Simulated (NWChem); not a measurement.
Molecule: CH9NSi2; SMILES NC([SiH3])[SiH3]

```xyz
13

N      1.7531     0.0866     0.1073
C      0.3869     0.0066    -0.4255
Si    -0.5150    -1.5980     0.0479
Si    -0.5261     1.6007     0.0439
H      2.3250    -0.6921    -0.2169
H      1.7477     0.0367     1.1251
H      0.4376     0.0422    -1.5304
H      0.3225    -2.7652    -0.3783
H     -0.6570    -1.6610     1.5372
H     -1.8713    -1.7240    -0.5731
H     -0.5074     1.7545     1.5326
H     -1.9512     1.5373    -0.4078
H      0.1368     2.7881    -0.5720
```
Atoms are numbered in this order, from 1.

Program: NWChem. Coordinates come from a PBE0/def2-SVP optimisation. No frequency run checked for a minimum. Level M06-2X/def2-SVP: energy and gradient on several grids; changes count from the extra-fine grid, which is no exact limit either.

| grid | size of the energy change (μHa) | largest change of a gradient component (μHa/bohr) | time, medium = 1 (rough) |
|---|---|---|---|
| xcoarse | 8000 | 3000 | about 1 |
| coarse | 600 | 600 | about 1 |
| medium | < 10 | 400 | about 1 |
| fine | < 10 | 70 | about 1 |
| xfine | < 10 | < 30 | 4 |
